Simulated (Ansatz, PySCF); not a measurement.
Gas-phase reaction (SMILES): F[Si](F)(Cl)Cl [dichloro(difluoro)silane] + 3 [SiH4] (SiH4) → 2 F[SiH3] [fluorosilane] + 2 [SiH3]Cl; bond separation energy.

Geometries: B3LYP-D3(BJ)/def2-TZVP minima from Ansatz (a program for electronic structure). Valence correlation only, unless marked. No spin-orbit coupling. Non-relativistic. CBS marks a two-point X^-3 extrapolation of the correlation energy; Hartree-Fock from the larger set. Thermal terms are rigid-rotor harmonic-oscillator values from B3LYP-D3(BJ) frequencies (Ansatz or PySCF) at 298.15 K and 1 atm. 1 Eh = 627.5095 kcal/mol.

```
species         E, CCSD(T)/CBS(cc-pV(T+d)Z,cc-pV(Q+d)Z) (Ansatz) (Eh)  E, wB97X-V/def2-TZVPD (Ansatz) (Eh)  H - E (Eh)
--------------  -----------------------------------------------------  -----------------------------------  ----------
F[Si](F)(Cl)Cl                                            -1408.45455                          -1409.70759     0.01647
F[SiH3]                                                    -390.71665                           -391.16286     0.03157
[SiH3]Cl                                                   -750.69031                           -751.44342     0.03058
[SiH4] (SiH4)                                              -291.45815                           -291.83995     0.03520
```

**Question.** Work out ΔE and ΔH at 298.15 K at the first level, then ΔH at the second.

**Answer.** 
1. ΔE = [2×(-390.71665) + 2×(-750.69031)] - [(-1408.45455) + 3×(-291.45815)] = 0.01508 Eh = 9.5 kcal/mol at CCSD(T)/CBS(cc-pV(T+d)Z,cc-pV(Q+d)Z).
2. The terms H - E add up to 0.00223 Eh, so ΔH = (0.01508 + (0.00223))×627.5095 = 10.9 kcal/mol.
3. At wB97X-V/def2-TZVPD the same steps give ΔE = 9.3 and ΔH = 10.7 kcal/mol, a shift of -0.2 from the first level.
4. These values are not checked against measurement here, since the tables used lack a sound gas-phase enthalpy of formation for at least one species.
